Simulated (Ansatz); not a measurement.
The same molecule with X = Cl, Br, I. Ansatz, PBE0-D4/def2-TZVP geometries, multiplicity 1.

Elements past krypton have def2 core potentials. Scalar relativity is left out up to krypton.

| X | molecule | mean X–Al bond length / Å | HOMO–LUMO gap (B3LYP/def2-TZVPP) / eV | HOMO energy (B3LYP/def2-TZVPP) / eV | LUMO energy (PBE/def2-TZVPP) / eV |
| --- | --- | --- | --- | --- | --- |
| Cl | `[CH3][AlH][Cl]` | 2.105 | 6.65 | -7.99 | -1.90 |
| Br | `[CH3][AlH][Br]` | 2.266 | 6.32 | -7.78 | -2.01 |

(1) Give the row for X = I, `[CH3][AlH][I]`. (Best estimate.)

Results:

(1) Computed: 
```json
{"X": "I", "molecule": "`[CH3][AlH][I]`", "mean X–Al bond length / Å": "2.483", "HOMO–LUMO gap (B3LYP/def2-TZVPP) / eV": "5.63", "HOMO energy (B3LYP/def2-TZVPP) / eV": "-7.24", "LUMO energy (PBE/def2-TZVPP) / eV": "-2.16"}
```

From Cl to I the mean X–Al bond length rises at each step, by 0.378 Å in all; the HOMO–LUMO gap (B3LYP/def2-TZVPP) falls at each step, by 1.02 eV in all; the HOMO energy (B3LYP/def2-TZVPP) rises at each step, by 0.75 eV in all; the LUMO energy (PBE/def2-TZVPP) falls at each step, by 0.26 eV in all. Bonds lengthen as the atom grows down the group.

B3LYP here is the variant with VWN-RPA as its local correlation; programs differ in this.

Spin–orbit coupling is left out; it splits and shifts lone-pair levels of the heavy atoms by tenths of an eV.
